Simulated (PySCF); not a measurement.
PySCF input file for Si(H)(F)2(Et) (C2H6F2Si), SMILES CC[SiH](F)F, r2SCAN-D4/def2-SVP. Geometry: r2SCAN-D4/def2-SVP. One conformer was computed; it need not be the lowest.

```python
import numpy as np
from pyscf import gto, scf, dft, df
from pyscf.hessian import thermo

mol = gto.M(
    atom='''
    Si    0.63809736   -0.41417216    0.00000000
    F     1.02151453    0.48078553    1.29544603
    F     1.02151451    0.48078551   -1.29544605
    C    -1.18522110   -0.73822828    0.00000001
    C    -2.02484602    0.54576335    0.00000000
    H     1.50247637   -1.61820012    0.00000001
    H    -1.42063493   -1.36390785   -0.88089337
    H    -1.42063492   -1.36390784    0.88089341
    H    -3.10306883    0.32316933    0.00000001
    H    -1.80917965    1.16095346   -0.88767850
    H    -1.80917964    1.16095348    0.88767849
    ''',
    basis='def2-SVP',
    charge=0,
    spin=0,
    max_memory=1600,
    verbose=3,
)
mf = dft.RKS(mol, xc='r2scan').density_fit(auxbasis='def2-universal-jkfit')
mf.disp = 'd4'
mf.grids.level = 4
mf.conv_tol = 1e-11
mf.max_cycle = 100
mf.kernel()

# [left out here: the lines that compute and print the analytic Hessian (its translational invariance restored by hand, since the grid's response is missing), thermochemistry and intensities]
```

It prints:

```
converged SCF energy = -568.666850497544

WARN: MGGA Hessian is sensitive to dft grids. grids.level 4 may not be dense enough.


WARN: DFTD4 does not support analytical Hessian, using finite difference.


WARN: Mole.unit (angstrom) is changed to Bohr

Mode                                 0                   1                   2
Irrep
Freq [cm^-1]                       56.5035            143.0718            166.5950
Reduced mass [au]                   2.9497              3.8253              1.5146
Force const [Dyne/A]                0.0055              0.0461              0.0248
Char temp [K]                      81.2960            205.8485            239.6931
Normal mode                   x     y     z       x     y     z       x     y     z
       0  Si                -0.00 -0.00  0.01    0.01 -0.02 -0.00    0.00 -0.00  0.04
       1   F                 0.08 -0.06  0.02   -0.09  0.02  0.00    0.08  0.02  0.00
       2   F                -0.08  0.06  0.02   -0.09  0.02 -0.00   -0.08 -0.02  0.00
       3   C                 0.00 -0.00  0.08    0.03 -0.06  0.00    0.00 -0.00 -0.05
       4   C                 0.00  0.00 -0.14    0.17  0.04  0.00    0.00  0.00 -0.02
       5   H                 0.00  0.00 -0.09    0.14  0.06  0.00    0.00  0.00  0.03
       6   H                -0.00 -0.15  0.18   -0.03 -0.03 -0.01    0.12  0.11 -0.16
       7   H                 0.00  0.15  0.18   -0.03 -0.03  0.01   -0.12 -0.11 -0.16
       8   H                 0.00  0.00 -0.11    0.15  0.18  0.00    0.00  0.00 -0.44
       9   H                 0.01 -0.15 -0.24    0.25  0.02  0.00    0.30  0.21  0.19
      10   H                -0.01  0.15 -0.24    0.25  0.02 -0.00   -0.30 -0.21  0.19
Mode                                 3                   4                   5
Irrep
Freq [cm^-1]                      269.1637            303.5784            441.6954
Reduced mass [au]                   1.5971             10.9816              5.9695
[...]
       6   H                 0.26  0.05  0.00   -0.26 -0.39  0.22   -0.02  0.03 -0.00
       7   H                 0.26  0.05 -0.00    0.26  0.39  0.22   -0.02  0.03  0.00
       8   H                 0.09 -0.18 -0.00    0.00 -0.00  0.08    0.03 -0.10  0.00
       9   H                -0.03 -0.01 -0.00   -0.09  0.23  0.13   -0.07  0.03 -0.01
      10   H                -0.03 -0.01  0.00    0.09 -0.23  0.13   -0.07  0.03  0.01
Mode                                 9                  10                  11
Irrep
Freq [cm^-1]                      828.8721            895.0920            924.3756
Reduced mass [au]                   1.2033              3.1075              2.0680
Force const [Dyne/A]                0.4871              1.4669              1.0411
Char temp [K]                    1192.5624           1287.8381           1329.9707
Normal mode                   x     y     z       x     y     z       x     y     z
       0  Si                 0.00 -0.00 -0.02    0.08  0.08 -0.00    0.00  0.00  0.09
       1   F                 0.00  0.05  0.04   -0.03 -0.05 -0.07   -0.02 -0.05 -0.07
       2   F                -0.00 -0.05  0.04   -0.03 -0.05  0.07    0.02  0.05 -0.07
       3   C                -0.00 -0.00 -0.02   -0.03 -0.03  0.00   -0.00  0.00  0.03
       4   C                -0.00 -0.00 -0.02   -0.05 -0.00  0.00    0.00 -0.00 -0.05
       5   H                -0.00 -0.00 -0.86   -0.33 -0.21  0.00   -0.00 -0.00 -0.08
       6   H                 0.06 -0.11  0.04    0.05 -0.07 -0.00    0.32 -0.13  0.03
       7   H                -0.06  0.11  0.04    0.05 -0.07  0.00   -0.32  0.13  0.03
       8   H                -0.00  0.00  0.07   -0.11  0.29 -0.00   -0.00  0.00  0.17
       9   H                -0.06  0.11  0.05    0.11 -0.02  0.02   -0.14  0.25  0.10
      10   H                 0.06 -0.11  0.05    0.11 -0.02 -0.02    0.14 -0.25  0.10
Mode                                12                  13                  14
Irrep
Freq [cm^-1]                      976.6011            994.3476           1045.1128
Reduced mass [au]                   1.3812              1.9180              2.5565
Force const [Dyne/A]                0.7761              1.1173              1.6452
Char temp [K]                    1405.1115           1430.6448           1503.6847
Normal mode                   x     y     z       x     y     z       x     y     z
       0  Si                 0.03  0.03  0.00    0.00  0.00 -0.10   -0.00  0.01  0.00
       1   F                -0.01 -0.01 -0.01    0.01  0.02  0.05    0.00 -0.00  0.00
       2   F                -0.01 -0.01  0.01   -0.01 -0.02  0.05    0.00 -0.00 -0.00
       3   C                -0.06  0.03 -0.00   -0.00 -0.00  0.07    0.08 -0.16 -0.00
       4   C                 0.11 -0.06  0.00    0.00 -0.00 -0.05   -0.01  0.15 -0.00
       5   H                -0.19 -0.12 -0.00   -0.00 -0.00  0.33   -0.15 -0.10 -0.00
       6   H                -0.41  0.16  0.00    0.33 -0.01 -0.02   -0.03 -0.11 -0.01
       7   H                -0.41  0.16 -0.00   -0.33  0.01 -0.02   -0.03 -0.11  0.01
       8   H                 0.18 -0.43 -0.00    0.00 -0.00  0.15    0.06 -0.20  0.00
       9   H                -0.16 -0.01 -0.03   -0.13  0.23  0.08   -0.28  0.19 -0.04
      10   H                -0.16 -0.01  0.03    0.13 -0.23  0.08   -0.28  0.19  0.04
Mode                                15                  16                  17
Irrep
Freq [cm^-1]                     1243.0191           1261.4294           1385.9627
Reduced mass [au]                   1.2494              1.6622              1.2018
Force const [Dyne/A]                1.1373              1.5583              1.3601
Char temp [K]                    1788.4278           1814.9161           1994.0918
Normal mode                   x     y     z       x     y     z       x     y     z
       0  Si                 0.00  0.00 -0.01    0.02  0.00  0.00    0.00  0.00  0.00
       1   F                -0.00  0.00  0.00   -0.00 -0.00 -0.00   -0.00 -0.00 -0.00
       2   F                 0.00 -0.00  0.00   -0.00 -0.00  0.00   -0.00 -0.00  0.00
       3   C                -0.00  0.00 -0.07   -0.17  0.02  0.00    0.01  0.01 -0.00
       4   C                 0.00  0.00  0.11    0.07  0.03 -0.00   -0.07  0.10 -0.00
       5   H                 0.00 -0.00  0.05    0.03 -0.01 -0.00   -0.02 -0.01 -0.00
       6   H                 0.40 -0.33  0.05    0.44 -0.13 -0.06   -0.05 -0.10  0.09
       7   H                -0.40  0.33  0.05    0.44 -0.13  0.06   -0.05 -0.10 -0.09
       8   H                 0.00 -0.00 -0.22    0.13 -0.25  0.00    0.07 -0.49  0.00
       9   H                 0.08 -0.28 -0.07   -0.15 -0.01 -0.08    0.35 -0.33 -0.18
      10   H                -0.08  0.28 -0.07   -0.15 -0.01  0.08    0.35 -0.33  0.18
Mode                                18                  19                  20
Irrep
Freq [cm^-1]                     1418.3913           1476.3689           1479.0946
Reduced mass [au]                   1.0902              1.0332              1.0438
Force const [Dyne/A]                1.2922              1.3269              1.3454
Char temp [K]                    2040.7493           2124.1662           2128.0878
Normal mode                   x     y     z       x     y     z       x     y     z
       0  Si                 0.00 -0.00  0.00    0.00  0.00  0.00   -0.00 -0.00  0.00
       1   F                -0.00  0.00 -0.00    0.00 -0.00 -0.00    0.00  0.00  0.00
       2   F                -0.00  0.00  0.00   -0.00  0.00 -0.00    0.00  0.00 -0.00
       3   C                -0.01 -0.08  0.00   -0.00 -0.00  0.02    0.03  0.01  0.00
       4   C                -0.03  0.02 -0.00   -0.00 -0.00  0.04    0.04  0.03  0.00
       5   H                -0.01 -0.01 -0.00   -0.00 -0.00 -0.01    0.01  0.01 -0.00
       6   H                 0.12  0.50 -0.42   -0.04  0.05 -0.00   -0.04  0.01  0.02
       7   H                 0.12  0.50  0.42    0.04 -0.05 -0.00   -0.04  0.01 -0.02
       8   H                -0.01 -0.06 -0.00    0.00 -0.00 -0.68   -0.06  0.40 -0.00
       9   H                 0.08 -0.09 -0.04   -0.49  0.07 -0.04   -0.30 -0.41 -0.37
      10   H                 0.08 -0.09  0.04    0.49 -0.07 -0.04   -0.30 -0.41  0.37
Mode                                21                  22                  23
Irrep
Freq [cm^-1]                     2279.1272           3027.5746           3037.0054
Reduced mass [au]                   1.0425              1.0617              1.0359
Force const [Dyne/A]                3.1906              5.7339              5.6296
Char temp [K]                    3279.1566           4356.0058           4369.5745
Normal mode                   x     y     z       x     y     z       x     y     z
       0  Si                 0.02 -0.03  0.00   -0.00  0.00  0.00   -0.00 -0.00  0.00
       1   F                 0.00 -0.00 -0.00   -0.00 -0.00  0.00    0.00  0.00  0.00
       2   F                 0.00 -0.00  0.00   -0.00 -0.00 -0.00    0.00  0.00 -0.00
       3   C                -0.00 -0.00 -0.00    0.03  0.06 -0.00   -0.00 -0.00 -0.00
       4   C                 0.00  0.00  0.00   -0.00 -0.00  0.00    0.03 -0.04 -0.00
       5   H                -0.57  0.79 -0.00    0.01 -0.00 -0.00    0.00  0.00 -0.00
       6   H                 0.00 -0.00 -0.01   -0.15 -0.37 -0.55    0.00  0.01  0.02
       7   H                 0.00 -0.00  0.01   -0.15 -0.37  0.55    0.00  0.01 -0.02
       8   H                 0.00 -0.00 -0.00    0.03  0.01  0.00   -0.56 -0.13 -0.00
       9   H                -0.00  0.00 -0.00    0.01  0.02 -0.03    0.12  0.31 -0.46
      10   H                -0.00  0.00  0.00    0.01  0.02  0.03    0.12  0.31  0.46
Mode                                24                  25                  26
Irrep
Freq [cm^-1]                     3081.2991           3132.8598           3135.9128
Reduced mass [au]                   1.1012              1.1048              1.1038
Force const [Dyne/A]                6.1603              6.3887              6.3954
Char temp [K]                    4433.3034           4507.4878           4511.8803
Normal mode                   x     y     z       x     y     z       x     y     z
       0  Si                -0.00 -0.00  0.00   -0.00  0.00  0.00    0.00 -0.00  0.00
       1   F                -0.00 -0.00 -0.00    0.00 -0.00 -0.00    0.00 -0.00 -0.00
       2   F                 0.00  0.00 -0.00    0.00 -0.00  0.00   -0.00  0.00 -0.00
       3   C                 0.00  0.00  0.09    0.00  0.00  0.00   -0.00 -0.00  0.01
       4   C                 0.00 -0.00 -0.01    0.07  0.05  0.00   -0.00 -0.00  0.09
       5   H                -0.00  0.00 -0.00   -0.00 -0.00  0.00    0.00  0.00 -0.00
       6   H                -0.15 -0.37 -0.52   -0.01 -0.02 -0.03   -0.02 -0.06 -0.09
       7   H                 0.15  0.37 -0.52   -0.01 -0.02  0.03    0.02  0.06 -0.09
       8   H                -0.00 -0.00 -0.01   -0.75 -0.16  0.00    0.00  0.00  0.02
       9   H                -0.02 -0.06  0.09   -0.07 -0.21  0.32    0.14  0.37 -0.53
      10   H                 0.02  0.06  0.09   -0.07 -0.21 -0.32   -0.14 -0.37 -0.53
temperature 298.1500 [K]
pressure 101325.00 [Pa]
Rotational constants [GHz] 5.07406 2.94398 2.45447
Symmetry number 1
Zero-point energy (ZPE) 0.08004 [Eh]   210153.865 [J/mol]
                           tot       elec      trans        rot        vib
Entropy [J/mol/K]       341.347      0.000    165.691    111.189     64.468
Cv [J/mol/K]             93.619      0.000     12.472     12.472     68.676
Cp [J/mol/K]            101.934      0.000     20.786     12.472     68.676
Internal energy [J/mol]                      3718.434   3718.434 220422.720
Internal energy [Eh]   -568.58006  -568.66685
Enthalpy [J/mol]                             6197.391   3718.434 220422.720
Enthalpy [Eh]          -568.57912
Gibbs free energy [J/mol]                  -43203.281 -29432.450 201201.715
Gibbs free energy [Eh] -568.61788
mode   freq/cm-1   IR/(km/mol)
   1       56.50         0.000
   2      143.07         4.636
   3      166.59         0.414
   4      269.16         0.322
   5      303.58        15.771
   6      441.70        47.742
   7      640.38         2.624
   8      673.72         1.566
   9      817.83        69.073
  10      828.87        14.796
  11      895.09       240.167
  12      924.38        85.550
  13      976.60        17.182
  14      994.35       127.936
  15     1045.11        15.672
  16     1243.02         4.099
  17     1261.43        10.956
  18     1385.96         0.902
  19     1418.39         7.676
  20     1476.37         7.479
  21     1479.09         8.615
  22     2279.13       158.868
  23     3027.57         9.869
  24     3037.01        27.929
  25     3081.30         4.368
  26     3132.86        14.554
  27     3135.91        13.750
max |gradient| / (hartree/bohr): 8.13367664085443e-05
APT charges: [ 1.8125 -0.6289 -0.6289 -0.3069  0.0621 -0.2993  0.0035  0.0035 -0.0247
  0.004   0.004 ]
```

The run converged.

Cost: about 5 core-minutes (a rough figure).
